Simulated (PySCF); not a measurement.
Cartesian coordinates (Å):
```xyz
6

Nb     0.0000     0.0000     0.0000
F      0.8772    -1.5452     0.4805
F     -1.1315     0.0027    -1.4516
F      1.4302     0.4654    -1.1138
F     -1.4301    -0.4657     1.1139
F      0.2541     1.5427     0.9711
```
Charge 0, multiplicity 1.

Q: What is the computed HOMO, charge on the central atom (Mulliken), dipole moment, total energy and HOMO–LUMO gap (TPSSh-D3(BJ)/def2-TZVP // r2SCAN-D4/def2-SVP (PySCF))?

A: 
| Quantity | Value |
|---|---|
| HOMO | -11.16 eV |
| charge on the central atom (Mulliken) | 2.02 e |
| dipole moment | 0.000 e·Å |
| total energy | -556.7220 Ha |
| HOMO–LUMO gap | 7.27 eV |
